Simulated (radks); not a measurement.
Question: Coherent X-ray form factor from a spherical all-electron density. Method: scalar-relativistic Kohn-Sham, OLYP, spin-polarised, spherical densities, finite nucleus; Fermi nuclear charge, rms radius of each element as measured or else 0.836 A^(1/3) + 0.57 fm; computed with a radial shooting solver on a logarithmic mesh with Libxc functionals.

| sin(theta)/lambda (1/angstrom) | f0 (electrons) |
|---|---|
| 0.05 | 13.834 |
| 0.1 | 13.364 |
| 0.15 | 12.664 |
| 0.2 | 11.830 |
| 0.25 | 10.959 |
| 0.3 | 10.125 |
| 0.4 | 8.720 |
| 0.5 | 7.689 |
| 0.6 | 6.902 |
| 0.8 | 5.598 |
| 1 | 4.420 |
| 1.25 | 3.225 |
| 1.5 | 2.413 |
| 2 | 1.610 |

The species is in the configuration that NIST lists as its ground one. Which atom or ion scatters so?

Answer: The argon ion Ar4+, [Ne] 3s2 3p2. Extrapolating in s^2 from the first two rows gives f0(0) = 14.0, near the electron count 14; among species with that count, the fall with angle is slower the higher Z, and the table is that of Z = 18; from so few rows the species is fixed only to a neighbour or two.
